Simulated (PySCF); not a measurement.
## Computed properties of Si(H)(Me)2(OH) (C2H8OSi), SMILES C[SiH](C)O

C2H8OSi, SMILES C[SiH](C)O. Coordinates come from a B3LYP-D3(BJ)/def2-SVP optimisation. One conformer was computed; it need not be the lowest. All values are computed for the isolated molecule unless a solvent is named; none is compared with measurement here.

**Structure.** The optimised structure has Cs symmetry. All 30 harmonic modes at B3LYP-D3(BJ)/def2-SVP (PySCF) are real, so it is a minimum. With heavy atoms numbered as in [SiH:1]([CH3:2])([CH3:3])[OH:4], the shortest bond between them is Si1–O4 at 1.679 Å and the longest Si1–C2 at 1.882 Å.

**Vibrations.** The strongest infrared lines (harmonic, unscaled, degenerate partners summed) lie at 940 cm⁻¹ (197 km/mol, H 51 %, Si 31 %, O 9 %, C 9 %), 907 cm⁻¹ (163 km/mol, H 79 %, Si 11 %, C 10 %), 2236 cm⁻¹ (152 km/mol, H 97 %). The softest mode is at 142 cm⁻¹ and the zero-point energy is 59.9 kcal/mol.

**Electronic structure.** CAM-B3LYP/def2-TZVP (PySCF) places the frontier levels at -9.59 and 1.48 eV, a gap of 11.07 eV, and gives a dipole moment of 1.94 D and a mean polarisability of 53.4 bohr³. PBE/def2-TZVP (PySCF) at the same geometry gives -6.70 and -0.15 eV, so its gap is 4.52 eV narrower. An orbital gap is neither the optical nor the fundamental gap.

**Excitations.** TDDFT-ωB97X/def2-SVPD (PySCF) has S1 at 7.69 eV (161 nm, f = 0.039, weak); the most intense of the 10 singlets computed lies at 9.95 eV (f = 0.23). T1 (TDA) is at 7.42 eV. TDDFT-PBE/def2-SVPD (PySCF) puts S1 at 6.35 eV. No vertical singlet excitation falls in the visible range (under 3.1 eV).

**NMR.** GIAO shifts at PBE0/pcSseg-1 (PySCF) (non-relativistic, atoms alike by connectivity averaged): ¹³C at 4.0 ppm against TMS; ¹H from 0.5 to 5.1 ppm against TMS; ²⁹Si at 9.0 ppm against TMS.

**Solvation.** SMD-ωB97X/def2-SVP (PySCF) gives -2.8 kcal/mol in water, -5.4 kcal/mol in methanol, -4.1 kcal/mol in dichloromethane (1 M in both phases, gas-phase geometry); of these solvents methanol holds the molecule best.
